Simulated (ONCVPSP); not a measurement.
## Reading a pseudo-wave (beryllium (Be))

Columns: radius, all-electron u(r) and pseudo u(r) of the 2s shell (level -5.61 eV) of beryllium in the configuration [He] 2s2; PBE, non-relativistic, ONCV scheme, ONCVPSP 4.0.1.

| r (bohr) | all-electron | pseudo |
| --- | --- | --- |
| 0.080 | -0.1706 | 0.0156 |
| 0.160 | -0.2417 | 0.0320 |
| 0.240 | -0.2506 | 0.0501 |
| 0.320 | -0.2208 | 0.0706 |
| 0.400 | -0.1681 | 0.0940 |
| 0.480 | -0.1027 | 0.1206 |
| 0.560 | -0.0312 | 0.1505 |
| 0.640 | 0.0417 | 0.1836 |
| 0.720 | 0.1133 | 0.2195 |
| 0.800 | 0.1815 | 0.2576 |
| 0.880 | 0.2453 | 0.2972 |
| 0.960 | 0.3040 | 0.3375 |
| 1.040 | 0.3572 | 0.3778 |
| 1.120 | 0.4052 | 0.4171 |
| 1.200 | 0.4484 | 0.4545 |
| 1.280 | 0.4867 | 0.4894 |
| 1.360 | 0.5201 | 0.5210 |
| 1.440 | 0.5487 | 0.5489 |
| 1.520 | 0.5727 | 0.5728 |
| 1.600 | 0.5925 | 0.5925 |
| 1.680 | 0.6083 | 0.6083 |
| 1.760 | 0.6203 | 0.6203 |
| 1.840 | 0.6290 | 0.6290 |
| 1.920 | 0.6344 | 0.6344 |
| 2.000 | 0.6371 | 0.6371 |
| 2.080 | 0.6372 | 0.6372 |

How many radial nodes do the two functions have?

The all-electron 2s function has n − l − 1 = 1; the pseudo-wave has 0, since the states of the same l below it are removed with the core.

At about which radius was the pseudo-wave matched?

1.60 bohr. The columns agree to 0.0005 from 1.44 bohr on; several derivatives are matched, so the curves merge somewhat inside the radius.

Is the pseudo-wave norm-conserving?

Yes: the ONCV scheme keeps the norm inside the radius equal to the all-electron one, which fixes the energy derivative of the logarithmic derivative at the level.
